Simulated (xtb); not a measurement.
C₅H₅F, SMILES C(=C)(F)C#CC. All values are semi-empirical tight-binding results from xtb (GFN2-xTB unless named), good for trends rather than for accurate numbers. Coordinates come from a GFN2-xTB optimisation.

Optimised geometry:

Bond lengths (Å): C1–C2 1.326, C1–H7 1.073, C1–H8 1.075, C2–F3 1.357, C2–C4 1.413, C4–C5 1.203, C5–C6 1.441, C6–H9 1.090, C6–H10 1.090, C6–H11 1.089. Bond angles (°): C2–C1–H7 120.5, C2–C1–H8 121.0, H7–C1–H8 118.5, C1–C2–F3 119.8, C1–C2–C4 126.1, F3–C2–C4 114.2, C2–C4–C5 176.8, C4–C5–C6 178.0, C5–C6–H9 109.9, C5–C6–H10 110.0, C5–C6–H11 109.8, H9–C6–H10 109.0, H9–C6–H11 109.0, H10–C6–H11 109.1.

The orbital gap is 4.12 eV, the dipole moment is 2.86 D and the zero-point energy comes out as 49.9 kcal/mol. The G − E(el) at 298.15 K (modified RRHO) is 30.0 kcal/mol and the static polarisability (D4 model) is 57.6 bohr³. The solvation energy, GFN2-xTB/ALPB(water) is -3.0 kcal/mol and the solvation energy, GFN2-xTB/ALPB(acetone) is -6.4 kcal/mol.

Computed IR lines (harmonic; lines under 4 % of the strongest left out, lines within 3 cm⁻¹ merged):
ν (cm⁻¹): 564 (w), 701 (w), 856 (m), 912 (m), 1017 (w), 1021 (w), 1071 (s), 1273 (s), 1369 (w), 1444 (w), 1680 (s), 2369 (vs), 3003 (w), 3007 (w), 3014 (w), 3176 (w) (against the strongest line: vs over 80 %, s over 45 %, m over 15 %, w over 4 %, vw less)

Computed atomic charges and the Wiberg bond orders between heavy atoms:
charges (e) C1 -0.11, C2 0.19, F3 -0.23, C4 -0.06, C5 -0.02, C6 -0.09, H7 0.06, H8 0.06, H9 0.07, H10 0.06, H11 0.07. Bond orders C1–C2 1.81, C2–F3 0.94, C2–C4 1.11, C4–C5 2.73, C5–C6 1.08.
